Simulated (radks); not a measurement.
Results of a calculation; reference values are marked as such.
Isoelectronic series with 40 electrons, each ion in its NIST ground configuration. Level of theory: scalar-relativistic Kohn-Sham, r2SCAN, spin-polarised, spherical densities, finite nucleus; open shells are filled with parallel spins first (spin-orbit coupling, left out, can overturn this in heavy ions); meta-GGA in the generalised Kohn-Sham scheme; Fermi nuclear charge, rms radius of each element as measured or else 0.836 A^(1/3) + 0.57 fm (a radial shooting solver on a logarithmic mesh with Libxc functionals). Total energies (hartree) and mean radii <r> (bohr) (* marks an orbital that is empty in some or all of the ions):

| ion | configuration | E (hartree) | 4d up | 5s up* |
|---|---|---|---|---|
| Zr | [Kr] 4d2 5s2 | -3599.06041 | 2.248 | 3.637 |
| Nb+ | [Kr] 4d4 | -3820.00512 | 2.012 | 3.310 |
| Mo2+ | [Kr] 4d4 | -4048.47279 | 1.700 | 2.880 |
| Tc3+ | [Kr] 4d4 | -4284.40231 | 1.501 | 2.572 |
| Ru4+ | [Kr] 4d4 | -4527.79612 | 1.358 | 2.338 |
| Rh5+ | [Kr] 4d4 | -4778.67527 | 1.247 | 2.151 |
| Pd6+ | [Kr] 4d4 | -5037.06109 | 1.156 | 1.997 |
| Ag7+ | [Kr] 4d4 | -5302.98358 | 1.081 | 1.867 |
| Cd8+ | [Kr] 4d4 | -5576.47093 | 1.017 | 1.756 |
| In9+ | [Kr] 4d4 | -5857.56255 | 0.9608 | 1.659 |
| Sn10+ | [Kr] 4d4 | -6146.29074 | 0.9116 | 1.573 |
| Sb11+ | [Kr] 4d4 | -6442.69643 | 0.8679 | 1.496 |

4d up drops below 5s up between Zr and Nb+.
